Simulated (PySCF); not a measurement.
Ionisation energy of Au⁶⁸⁺ by level of theory

Au⁶⁸⁺ [Ne] 3s1 (2S) → Au⁶⁹⁺ [Ne] (1S), as a difference of total energies. Calculation: PySCF 2.14, in an even-tempered Gaussian basis (17 s from 21 bohr⁻², ratio 2.5; 12 p from 27 bohr⁻², ratio 2.5; 4 d from 98 bohr⁻², ratio 2.7; 4 f from 150 bohr⁻², ratio 2.7); the spin-free X2C one-electron Hamiltonian (Gaussian nucleus). Correlated levels: outer shells: 1s2 frozen; virtual orbitals above 40 to 60 times the deepest correlated orbital energy dropped. The calculations carry no spin-orbit coupling.

| method | ionisation energy (eV) |
| --- | --- |
| UHF | 8361.5 |
| LDA | 8365.2 |
| PBE | 8371.5 |
| PBE0 | 8369.1 |
| r2SCAN | 8360.2 |
| BLYP | 8371.4 |
| r2SCAN0 | 8360.8 |
| MP2 (outer shells) | 8362.3 |
| SCS-MP2 (outer shells) | 8362.2 |

Breit and QED terms and the two-electron picture change are absent.

For comparison: 8360 ± 50 eV (theoretical estimate listed by NIST; NIST Atomic Spectra Database, ionization energies).
